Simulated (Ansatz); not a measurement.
C2H6N (SMILES C[CH-]N), charge -1, singlet, at a GFN2-xTB geometry (a gas-phase anion, which may not be bound at this level); MP2/6-311G** in Ansatz (a first-principles code).

Input for Ansatz:
Ansatz 0.2 input:
```yaml
crystal:
  periodic: [false, false, false]
  atoms:
    - {symbol: C, position_ang: [1.17379428, -0.29888506, -0.03064780]}
    - {symbol: C, position_ang: [-0.00061861, 0.69049820, -0.11946954]}
    - {symbol: N, position_ang: [-1.28175622, -0.07360499, 0.01875596]}
    - {symbol: H, position_ang: [2.13180660, 0.23713849, 0.01082447]}
    - {symbol: H, position_ang: [1.16758703, -1.00712786, 0.84854650]}
    - {symbol: H, position_ang: [1.20574491, -0.94467985, -0.92468513]}
    - {symbol: H, position_ang: [0.04801484, 1.28923134, 0.84658688]}
    - {symbol: H, position_ang: [-1.25328855, -0.75326842, 0.80694167]}
    - {symbol: H, position_ang: [-1.36662521, -0.65573752, -0.81880195]}
basis:
  gaussian:
    orbitals: 6-311G__.json
total_charge: -1
magnetization: {spin_polarized: false}
correlation: {method: mp2, electrons: outside_noble_gas}
accuracy: high
```
The basis file holds 6-311G** in the JSON format of the Basis Set Exchange.

What the program printed (banner, timings and long lists left out):

```
Functional definition: HF
1918 factors; integrals over basis functions are off by at most 3.7e-9 eV
mean field evaluation 1: about -3633.2105 eV, gradient 2.2e1 eV
mean field evaluation 2: about -3633.2123 eV, gradient 2.2e1 eV
mean field evaluation 4: about -3634.8265 eV, gradient 2.8e0 eV
mean field evaluation 8: about -3634.8577 eV, gradient 1.5e-3 eV
mean field -3634.85770806 eV, -133.5785569761 hartree, gradient 4.9e-8 eV, S^2 0.000000; 0 other end points of the search recorded, 0 dependent functions left out
3 core orbitals not correlated
reference -3634.85770806 eV, -133.5785569761 hartree; 10, 10 occupied and 77, 77 virtual orbitals, 1918 factors
second order -13.80740481 eV of doubles, -0.00000000 eV of singles
Total energy: -3648.66511287 eV, -134.0859697439 hartree
```
